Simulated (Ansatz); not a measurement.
Input file for Ansatz (a program for electronic structure): U-CCSD(T)/cc-pVTZ on CH5BSe (SMILES CB[SeH]), a point of a bond scan (R = 0.951 Å). The run froze 16 orbitals, filled d shells among them.

Ansatz 0.2 input:
```yaml
crystal:
  periodic: [false, false, false]
  atoms:
    - {symbol: B, position_ang: [-0.15281115, -0.55344157, 1.06257556]}
    - {symbol: H, position_ang: [-0.93612915, -0.58216873, 1.60091148]}
    - {symbol: C, position_ang: [1.16908035, -1.26447540, 1.48164381]}
    - {symbol: H, position_ang: [0.97857175, -2.33313654, 1.63198235]}
    - {symbol: H, position_ang: [1.49361377, -0.88848570, 2.45849675]}
    - {symbol: H, position_ang: [2.00004339, -1.16077437, 0.78257232]}
    - {symbol: Se, position_ang: [-0.23400099, 0.42531987, -0.59759198]}
    - {symbol: H, position_ang: [-1.63466303, 0.86493165, -0.49316030]}
basis:
  gaussian:
    orbitals: cc-pVTZ
correlation: {method: ccsd_t, electrons: outside_noble_gas}
scf: {omitted_lower_state_checks: [cluster_reference]}
magnetization: {spin_polarized: true, initial_magnetization: 0}
```

Program output:

```
WARN ansatz: RAYON_NUM_THREADS=1 ignored (pool sized by the plan → 1); use --threads N
Functional definition: HF
these checks for a lower state are left out or cut short: cluster_reference
integrals: 0.88 GiB planned
998 factors; integrals over basis functions are off by at most 1.3e-3 eV
mean field: 0.70 GiB planned
mean field evaluation 1: about -67083.6698 eV, gradient 1.9e1 eV
mean field evaluation 2: about -67083.6715 eV, gradient 1.9e1 eV
mean field evaluation 4: about -67085.8055 eV, gradient 1.9e0 eV
mean field evaluation 8: about -67085.8437 eV, gradient 4.1e-4 eV
mean field -67085.84370149 eV, -2465.3592836115 hartree, gradient 2.5e-6 eV, S^2 0.000000; 0 other end points of the search recorded, 0 dependent functions left out
16 core orbitals not correlated
reference -67085.84370149 eV, -2465.3592836115 hartree; 9, 9 occupied and 148, 148 virtual orbitals, 998 factors
second order -11.93358960 eV of doubles, -0.00000000 eV of singles
coupled cluster: 1.96 GiB planned
cycle   1  -12.69752353 eV  change   -7.6e-1 eV  update   7.9e-2
cycle   2  -13.01537402 eV  change   -3.2e-1 eV  update   2.3e-2
cycle   3  -13.07556739 eV  change   -6.0e-2 eV  update   1.3e-2
cycle   4  -13.07139730 eV  change    4.2e-3 eV  update   4.7e-3
cycle   5  -13.06998106 eV  change    1.4e-3 eV  update   2.2e-3
cycle   6  -13.06983604 eV  change    1.5e-4 eV  update   6.7e-4
cycle   7  -13.06989523 eV  change   -5.9e-5 eV  update   1.8e-4
cycle   8  -13.06995628 eV  change   -6.1e-5 eV  update   5.0e-5
cycle   9  -13.06995397 eV  change    2.3e-6 eV  update   1.7e-5
perturbative correction -0.51900788 eV, -0.0190731879 hartree
Total energy: -67099.43266334 eV, -2465.8586687487 hartree
Checks for a lower state left out: cluster_reference
```

The run converged.

Cost: roughly 50 core-seconds.
